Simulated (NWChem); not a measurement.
System: C3H7FSi; SMILES C/C([SiH3])=C/F

All runs: NWChem. Pople sets run with spherical d functions. Medium grid unless said otherwise, to which SCAN and Minnesota functionals are sensitive. Geometry: optimised at PBE0/def2-SVP. No frequency run checked for a minimum. Hybrids' shares of exact exchange are those that their runs print; pure functionals count as 0. The functionals differ in more than this share.

```csv
row,share of exact exchange,orbital gap (eV)
PBE/6-31G*,0.00,5.03
OLYP/6-31G*,0.00,5.09
B3LYP/6-31G*,0.20,6.79
B97-2/6-31G*,0.21,6.93
r2SCAN0/6-31G*,0.25,7.50
PBE0/6-31G*,0.25,7.23
M06/6-31G*,0.27,7.27
MPW1K/6-31G*,0.43,8.81
BHandHLYP/6-31G*,0.50,9.42
M06-2X/6-31G*,0.54,withheld
```

Question: Fit a straight line of the last column on the one before it, predict the withheld value, and compare with the run.

Answer: 
1. Means of the 9 shown rows: x = 0.234, y = 7.119. Slope Σ(x − x̄)(y − ȳ)/Σ(x − x̄)² = 1.936/0.2222 = 8.713; intercept 5.076.
2. The shown rows scatter about the line by 0.100 (root mean square); the largest residual is +0.25, at r2SCAN0/6-31G*.
3. At x = 0.54 (M06-2X/6-31G*; beyond the shown range) the line gives 9.78.
4. The run gives 9.38, -0.40 from the line, 4.0 times the scatter.
